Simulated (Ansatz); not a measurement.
`Cc1cc(-c2sc(-c3sc(S)cc3C)cc2C)sc1S`, relaxed as a singlet with RKS r2SCAN-D4/def2-SVP in Ansatz, starting from the GFN2-xTB geometry. Force threshold 0.03 eV/Å.

Start:

Cartesian coordinates in Å:
```
C 5.141 -2.175 0.565
C 3.995 -1.442 1.183
C 2.855 -1.036 0.465
C 1.906 -0.383 1.211
C 0.647 0.098 0.751
S 0.230 -0.145 -0.926
C -1.333 0.588 -0.697
C -2.232 0.700 -1.800
S -1.580 0.697 -3.422
C -3.167 0.870 -4.093
S -3.434 0.966 -5.824
C -4.124 0.913 -3.125
C -3.605 0.812 -1.816
C -4.479 0.788 -0.606
C -1.486 0.993 0.605
C -0.379 0.726 1.430
C -0.339 1.087 2.876
S 2.428 -0.254 2.871
C 3.900 -1.092 2.505
S 5.041 -1.389 3.806
H 5.150 -3.220 0.877
H 5.053 -2.146 -0.518
H 6.092 -1.722 0.846
H 2.732 -1.221 -0.588
H -2.150 0.872 -6.162
H -5.172 1.009 -3.345
H -4.518 1.771 -0.136
H -4.102 0.073 0.122
H -5.491 0.509 -0.888
H -2.363 1.501 0.961
H 0.508 1.739 3.089
H -1.254 1.601 3.159
H -0.233 0.195 3.493
H 5.763 -2.282 3.131
```

**Question.** Estimate the energy that the relaxation releases and the steps that it takes.

**Answer.** 0.29 eV, in 28 steps; 1.8 min on 2 threads of AMD EPYC 7R13 on a shared host and a share (18 GiB) of an NVIDIA H100 80GB HBM3. The force fell under the threshold at step 23, but the optimiser went on. No frequencies were taken in this run, so the end may be a saddle point.

**Question.** Does the start keep its bonding and symmetry?

**Answer.** By distances, no bond broke or formed. The bond that changes most is S20–H34, from 1.33 to 1.36 Å (atoms count from 1).

**Question.** Predict the relaxed structure.

**Answer.** 
```xyz
34

C     5.2914   -2.1513    0.5265
C     4.1174   -1.4556    1.1402
C     2.9496   -1.0958    0.4176
C     1.9695   -0.4589    1.1717
C     0.6821    0.0056    0.7173
S     0.2085   -0.3299   -0.9316
C    -1.3146    0.4972   -0.7462
C    -2.2349    0.5947   -1.8536
S    -1.6380    0.5506   -3.4957
C    -3.2362    0.7524   -4.1502
S    -3.5596    0.6929   -5.8765
C    -4.1725    0.8272   -3.1387
C    -3.6247    0.7347   -1.8290
C    -4.4612    0.7731   -0.5862
C    -1.4347    0.9826    0.5489
C    -0.3214    0.7141    1.3859
C    -0.2511    1.1653    2.8131
S     2.5124   -0.2941    2.8228
C     4.0218   -1.0916    2.4783
S     5.2410   -1.2369    3.7369
H     5.0073   -3.1543    0.1653
H     5.6717   -1.5889   -0.3418
H     6.1052   -2.2636    1.2564
H     2.8259   -1.2982   -0.6498
H    -2.8806    1.8142   -6.2245
H    -5.2395    0.9436   -3.3413
H    -4.4906    1.7826   -0.1407
H    -4.0705    0.0880    0.1821
H    -5.4989    0.4865   -0.8106
H    -2.2940    1.5644    0.8850
H     0.6333    1.7963    3.0013
H    -1.1452    1.7486    3.0759
H    -0.1893    0.3120    3.5093
H     4.8204   -2.4076    4.2819
```
Bond lengths: 14 × C–C 1.38 to 1.50 Å; 8 × C–S 1.74 to 1.76 Å; 12 × C–H 1.09 to 1.10 Å; 2 × H–S 1.36 Å.
